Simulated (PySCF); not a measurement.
## Excitation energy of Cl⁺ by level of theory

Cl⁺ [Ne] 3s2 3p4 (3P) → Cl⁺ [Ne] 3s2 3p3 3d1 (5D), as a difference of total energies. Computed with PySCF 2.14 in aug-cc-pwCVTZ (8s7p5d3f, 75 functions), with no relativity, point nucleus. Correlated levels: nothing frozen. The calculations carry no spin-orbit coupling.

```tsv
method	excitation energy (eV)
UHF	12.915
MP2 (all electrons)	13.529
SCS-MP2 (all electrons)	13.711
CCSD (all electrons)	13.610
CCSD(T) (all electrons)	13.643
```

Problem. How much does correlation contribute at CCSD(T) (all electrons)?

Solution. 13.643 − (12.915) = 0.728 eV, measured against UHF.

Errors of the correlated levels include the incompleteness of this basis.

For comparison: 13.633 eV (measured; NIST levels, between the centres of gravity of the two terms).
